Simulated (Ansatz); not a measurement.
Consider the cleavage of the B–Ge bond: `[NH2][GeH2][B](O)O` + `[SiH3][TeH]` → `OB(O)[Te][SiH3]` + `[NH2][GeH3]`.

Gas-phase electronic energies from Ansatz, PBE0-D4/def2-TZVP geometries. CCSD(T)/CBS adds triple-zeta CCSD(T) − MP2 to the extrapolated MP2 energy (def2 sets, frozen cores). DFT in def2-TZVPP. B3LYP here is the variant with VWN-RPA as its local correlation; programs differ in this. def2 core potentials past Kr. For Ge, Te outer-core shells are correlated without core-valence functions, which leaves a few kJ/mol of doubt a bond. Scalar relativity is left out up to krypton. One conformer a species, not always the lowest.

```csv
level,ΔE (kcal/mol),difference from CCSD(T)/CBS
LDA (SPW92),-13.2,-0.2
PBE-D4,-12.4,0.6
B97M-V,-13.2,-0.2
BHLYP-D4,-13.2,-0.2
ωB97M-V,-12.6,0.4
r2SCAN,-13.1,-0.1
B3LYP,-11.2,1.8
r2SCAN0,-13.4,-0.4
BHLYP,-12.1,0.9
CAM-B3LYP,-11.4,1.6
RPA@PBE/def2-TZVPP,-11.4,1.6
HF/def2-TZVPP,-12.2,0.8
SCS-MP2/def2-TZVPP,-13.7,-0.7
SCS-MP2/def2-QZVPP,-14.1,-1.1
HF/CBS(def2),-12.5,0.5
CCSD/CBS(def2),-12.4,0.6
CCSD(T)/CBS,-13.0,0
```

Largest T1 diagnostic among the species: 0.012.

From BLYP to BHLYP (50 % exact exchange), in def2-TZVPP and without D4, ΔE moves by −1.7 kcal/mol. The D4 term adds −1.2 kcal/mol with B3LYP and −0.6 kcal/mol with PBE0; it sums over pairs of atoms, weighted by their polarisabilities, and B3LYP, whose exchange is more repulsive, gets the larger term. At CCSD(T), def2-SVP lies −0.7 kcal/mol from the extrapolated value and def2-TZVPP +0.5 kcal/mol.
